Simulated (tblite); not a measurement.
Compound: C6H6F2O.
Numbering: `[CH2:1]=[CH:2][C@@:3]1([C:4](=[O:5])[F:6])[CH2:7][C@H:8]1[F:9]` (hydrogens: H10, H11 on C1; H12 on C2; H13, H14 on C7; H15 on C8)

Structure used (GFN2-xTB), in Å, numbered top down from 1:
```xyz
15
C6H6F2O angstrom
C      2.2083   -0.2548   -0.3699
C      1.0068    0.1343   -0.7568
C     -0.2330   -0.0988    0.0276
C     -0.4570   -1.4084    0.6694
O     -1.2734   -1.6886    1.4809
F      0.3728   -2.3775    0.2026
C     -0.8510    1.0863    0.7713
C     -1.5310    0.5633   -0.4315
F     -1.4846    1.2876   -1.5731
H      3.0778   -0.0535   -0.9697
H      2.3729   -0.7976    0.5455
H      0.8714    0.6885   -1.6752
H     -1.2957    0.8869    1.7339
H     -0.3266    2.0252    0.6843
H     -2.4623    0.0149   -0.3612
```

All values are computed: GFN2-xTB (tblite) harmonic vibrations without scaling, gas phase. Errors from tens to a few hundred cm⁻¹ against measured bands are possible. One conformer, not necessarily the lowest.

Harmonic wavenumbers (cm⁻¹): 44.6, 80.7, 145.6, 174.8, 190.4, 261.3, 335.0, 418.1, 422.8, 528.7, 574.9, 652.9, 692.3, 724.3, 838.0, 886.0, 902.1, 919.0, 985.1, 1006.7, 1016.2, 1038.6, 1061.3, 1081.7, 1150.6, 1221.7, 1291.9, 1299.6, 1349.2, 1408.1, 1430.7, 1702.5, 1827.9, 3052.6, 3075.1, 3096.3, 3114.9, 3123.6, 3145.8.

A = 2132, B = 1489, C = 1061 MHz; mass 132.039 u (most abundant isotopes); point group C1, symmetry number 1.

Question: Zero-point energy?

Answer: ½Σν̃ = 23136 cm⁻¹ = 276.77 kJ/mol.

Question: What is S at 200 K and 1 bar for an ideal gas of classical rigid rotors and harmonic oscillators?

Answer: Translation 161.46, rotation 116.13, vibration 66.06: S = 343.7 J/(mol K).

Question: And Cp and H(200 K) − H(0)?

Answer: Cp = 105.29 J/(mol K), of which vibrations give 72.03 (their classical limit is 39 R = 324.3); H(200 K) − H(0) = 13.87 kJ/mol without the zero-point energy, 7.22 from vibrations.

Question: Which modes carry the vibrational entropy at 200 K?

Answer: 44.6 cm⁻¹: 17.80; 80.7 cm⁻¹: 12.95; 145.6 cm⁻¹: 8.30; 174.8 cm⁻¹: 6.94; 190.4 cm⁻¹: 6.32; 261.3 cm⁻¹: 4.19 J/(mol K); the other 33 give 9.56 together.

Question: Blend soft modes into free rotors: weight 1/[1 + (100 cm⁻¹/ν̃)⁴] for the oscillator and the rest for a rotor with moment μB/(μ + B), μ = h/(8π²ν), B = 10⁻⁴⁴ kg m². What vibrational entropy results?

Answer: 61.17 J/(mol K) in place of 66.06, which changes −T·S at 200 K by +0.98 kJ/mol.

Question: How do the functions run with temperature in this model?

Answer: 
```tsv
T (K)	S (J/(mol K))	Cp (J/(mol K))	H − H(0) (kJ/mol)	G − H(0) (kJ/mol)	ln q(vib)
100	284.1	70.6	5.08	-23.33	1.44
300	393.3	142.2	26.24	-91.75	5.77
500	481.5	204.7	61.33	-179.45	10.11
800	591.1	259.8	131.88	-340.98	16.33
1000	651.6	282.1	186.19	-465.38	20.15
```

q(vib) and H(0) count from the zero-point level.

Hindered rotation and anharmonicity are outside this model. Other conformers, if any are populated, would add a mixing term that is left out. The structure is chiral; the term R ln 2 for an equal mix with its mirror image is left out.

On one thread of an Arm Neoverse V2, no GPU, shared host with 96 logical CPUs at a one-minute load of 36, this took 0.34 s of wall time. This covers the Hessian and the dipole derivatives.
